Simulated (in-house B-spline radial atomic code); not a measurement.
Results of a calculation; reference values are marked as such.
Ghost states of the separable form: Sc

Sc, [Ar] 3d1 4s2, non-relativistic LDA (VWN5), spherical and spin-unpolarised, from an all-electron radial atomic-structure program (B-spline basis) (atomic units; all potentials screened as in the neutral atom).

Troullier-Martins channels: 4s (ε = -0.1565, r_c = 2.995 bohr), 3p (ε = -1.2332, r_c = 0.95 bohr), 3d (ε = -0.1311, r_c = 3.215 bohr). In the Kleinman-Bylander form one channel serves as the local potential, and each other channel l becomes |δV u><u δV|/<u|δV|u>, with δV = V_l − V_local and u the pseudo-orbital. Its strength is E_KB = <u|δV²|u>/<u|δV|u>. By the analysis of Gonze, Stumpf and Scheffler a spurious state lies below the reference level ε if E_KB > 0 and ε is above the second level of the local potential alone, or if E_KB < 0 and ε is above its first. The table's levels are those of angular momentum l in a sphere of 9 bohr, whose wall can lift a shallow ε a little above its free-atom value.

```json
{"local": "d", "channel": "s", "<u δV u>": "0.11164", "<u δV² u>": "0.44588", "ε": "-0.1547", "first local level": "-3.1214", "second local level": "-0.3146"}
{"local": "d", "channel": "p", "<u δV u>": "0.26766", "<u δV² u>": "0.47467", "ε": "-1.2332", "first local level": "-1.5582", "second local level": "-0.0250"}
{"local": "s", "channel": "d", "<u δV u>": "-1.9621", "<u δV² u>": "7.6189", "ε": "-0.1309", "first local level": "0.0694", "second local level": "0.3257"}
{"local": "s", "channel": "p", "<u δV u>": "-3.7984", "<u δV² u>": "18.596", "ε": "-1.2332", "first local level": "-0.0577", "second local level": "0.1885"}
{"local": "p", "channel": "d", "<u δV u>": "-0.31153", "<u δV² u>": "0.35844", "ε": "-0.1309", "first local level": "0.0178", "second local level": "0.1896"}
{"local": "p", "channel": "s", "<u δV u>": "0.13645", "<u δV² u>": "0.31556", "ε": "-0.1547", "first local level": "-3.1454", "second local level": "-0.3120"}
```

Q: Apply the rule to each row.

A: Local d, channel s: E_KB = +3.99, so ε = -0.1547 is set against -0.3146: a ghost. Local d, channel p: E_KB = +1.77, so ε = -1.2332 is set against -0.0250: no ghost. Local s, channel d: E_KB = -3.88, so ε = -0.1309 is set against 0.0694: no ghost. Local s, channel p: E_KB = -4.9, so ε = -1.2332 is set against -0.0577: no ghost. Local p, channel d: E_KB = -1.15, so ε = -0.1309 is set against 0.0178: no ghost. Local p, channel s: E_KB = +2.31, so ε = -0.1547 is set against -0.3120: a ghost.

Diagonalising the separable Hamiltonian gives:

```tsv
local	channel	three lowest levels	all-electron, two lowest valence levels
d	s	-1.0715, -0.1547, 0.1155	-0.1547, 0.1145
d	p	-1.2332, -0.0239, 0.2340	-1.2332, -0.0461
s	d	-0.1309, 0.1066, 0.4087	-0.1309, 0.1021
s	p	-1.2332, -0.0238, 0.2426	-1.2332, -0.0461
p	d	-0.1309, 0.1040, 0.3954	-0.1309, 0.1021
p	s	-1.5998, -0.1547, 0.1138	-0.1547, 0.1145
```

Q: Which choices of local channel are safe?

A: Free of ghosts: s. With d local the s channel has a ghost 0.92 hartree below ε, since the local potential binds more than one state below ε, and a repulsive term of rank one raises each level at most to the next, so it clears only one of them. With p local the s channel has a ghost 1.45 hartree below ε, since the local potential binds more than one state below ε, and a repulsive term of rank one raises each level at most to the next, so it clears only one of them. Among the safe choices the second level, which tests transfer, is off by at most 22.2 millihartree (s local).
